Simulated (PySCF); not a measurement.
**Calculated NMR parameters of C=C[C@H](F)[SiH3]**

| Quantity | Value |
| --- | --- |
| Formula | C3H7FSi |
| SMILES | C=C[C@H](F)[SiH3] |
| InChI | InChI=1S/C3H7FSi/c1-2-3(4)5/h2-3H,1H2,5H3/t3-/m1/s1 |
| Point group of the computed structure | C1 |
| Degrees of unsaturation | 1 |
| Carbon signals | 3 |
| Proton signals | 5 |

Structure with atom numbers: `[CH2:1]=[CH:2][C@H:3]([F:4])[SiH3:5]`. Each H is labelled by its parent atom. Ha(C1) is cis to C3; Hb(C1) is trans to C3.

PySCF 2.14.0 with density-fitted response routines calculation with coordinates at the GFN2-xTB level and shieldings: GIAO PBE0/pcSseg-1; non-relativistic, fast rotation and ring inversion assumed for equivalent nuclei, one computed conformer, gas phase.

Scale: 1H, 13C, 29Si vs TMS; 19F against CFCl3 (reference shieldings calculated alike).

| carbon | δC, type | δH (multiplicity) | HMBC from (2–3 bonds) | span of the C tensor (ppm) |
| --- | --- | --- | --- | --- |
| C1 | 116.8, CH2 | Hb(C1) 5.31 (m); Ha(C1) 5.24 (m) | H(C2), H(C3) | 211 |
| C2 | 148.6, CH | 6.68 (m) | H(C3), Hb(C1), Ha(C1), H(Si5) | 220 |
| C3 | 92.4, CH | 5.69 (m) | H(C2), Hb(C1), Ha(C1), H(Si5) | 92 |

Other nuclei:
```tsv
atoms	nucleus	environment	δ (ppm)	σ (ppm)
H(Si5)	1H	hydrogen on a silicon bonded to C	3.89	27.83
F4	19F	fluorine on an sp3 carbon	-246.4	417.3
Si5	29Si	silicon bonded to C, 3 H	-65.1	414.3
```

- Carbon types of the structure: 2 × CH, 1 × CH2, leaving 3 H on heteroatoms.
- δC 148.6: alkene CH; the olefinic region.
- δC 116.8: terminal =CH2 carbon; as expected for a trigonal carbon in a double bond.
- δC 92.4: allylic sp3 CH bonded to F and Si; deshielded by the electronegative neighbour.
- δH 6.68: hydrogen on an alkene CH; attached to an sp2 carbon and in the plane of the double bond.
- δH 5.69: hydrogen on an allylic sp3 CH bonded to F and Si; its carbon carries F, which withdraws density.

Splittings by 19F in the carbon and heteronuclear signals aren't shown, as no couplings were computed. Shifts are as computed. Against solution values, carbons near 30 ppm lie about +3 ppm off and those near 130 ppm about +5 ppm. Of 1211 compounds with measured shifts, 218 miss one by over three times the rms of a fit or turn the order of signals round; such compounds aren't used in these exercises. Unscaled 19F shifts against computed CFCl3 carry errors that often reach 10 to 50 ppm. Multiplicities follow the n + 1 count of equivalent neighbours, as no J values were calculated; m marks all less simple cases, F and P coupling included.
